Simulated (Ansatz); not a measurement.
Consider the ligand exchange at the Al–F bond: `[F][Al]([Cl])[O][SiH3]` + HBr → `[SiH3][O][Al]([Cl])[Br]` + H–F.

Calculated with Ansatz (gas phase, PBE0-D4/def2-TZVP geometries, no zero-point term in ΔE). CCSD(T)/CBS adds triple-zeta CCSD(T) − MP2 to the extrapolated MP2 energy (def2 sets, frozen cores). This one scheme is used for every species. For Br outer-core shells are correlated without core-valence functions, which leaves a few kJ/mol of doubt a bond. Scalar relativity is left out up to krypton. Each species was taken in one conformer, which may not be the lowest.

```tsv
species	CCSD/def2-TZVPP energy (Eh)
`[F][Al]([Cl])[O][SiH3]`	-1167.68384
HBr	-2573.29970
`[SiH3][O][Al]([Cl])[Br]`	-3640.63624
H–F	-100.33828
```

(1) Work out ΔE.

Largest T1 diagnostic among the species: 0.011.

Answers

(1) ΔE = (-3640.63624) + (-100.33828) − (-1167.68384) − (-2573.29970) = 0.00902 Eh = +23.7 kJ/mol. CCSD(T)/CBS gives +17.7 kJ/mol.

From BLYP to BHLYP (50 % exact exchange), in def2-TZVPP and without D4, ΔE moves by −7.8 kJ/mol. At CCSD(T), def2-SVP lies +13.3 kJ/mol from the extrapolated value and def2-TZVPP +4.3 kJ/mol.
